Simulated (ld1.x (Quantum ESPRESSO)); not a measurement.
## Configuration tests for I (Z = 53) (PAW)

- Element: I
- Generator: ld1.x (Quantum ESPRESSO) 7.5
- Type: PAW
- Functional: PBE
- Relativity: fully relativistic
- Frozen core: [Kr]
- Valence charge: 17
- Reference configuration: 4d10 5s2 5p2 (charge +3)
- Partial waves: 5s (bound): rcut 1.25, rcutus 1.70 bohr; 5s channel at -2.45 Ry: rcut 1.25, rcutus 1.70 bohr; 5p (bound): rcut 1.55, rcutus 1.75 bohr; 5p channel at -2.15 Ry: rcut 1.55, rcutus 1.75 bohr; 4d (bound): rcut 1.25, rcutus 1.35 bohr; 4d channel at -4.4 Ry: rcut 1.25, rcutus 1.35 bohr
- Local potential: all-electron potential smoothed inside 1.20 bohr (lloc = -1)
- Core correction: Bessel-smoothed model core inside 1.30 bohr
- Augmentation charge: BG, radius 1.00 bohr

Open shells are filled in proportion to 2j + 1 (rel_dist='average').

Energies are relative to the spin-unpolarised reference configuration 4d10 5s2 5p2; without spin polarisation the order of configurations can differ from experiment. The frozen-core shift is the all-electron ΔE with the core orbitals held at their reference shape minus the fully relaxed ΔE.

| valence configuration | charge | ΔE all-electron (eV) | error AE − PS (meV) | frozen-core shift (meV) |
| --- | --- | --- | --- | --- |
| 4d10 5s2 5p5 | 0 | -60.394 | -3.1 | +4.1 |
| 4d10 5s2 5p4 | +1 | -49.237 | -2.2 | +2.9 |
| 4d10 5s2 5p3 | +2 | -29.362 | -0.8 | +1.1 |
| 4d10 5s1 5p6 | 0 | -50.025 | -1.2 | +2.0 |
| 4d10 5s1 5p5 | +1 | -38.304 | -0.6 | +1.1 |
| 4d10 5s2 5p1 | +4 | 39.465 | -2.1 | +2.3 |
| 4d10 5s2 5p4.5 | +0.5 | -55.849 | -2.8 | +3.6 |

The ghost test of this file was not conclusive.
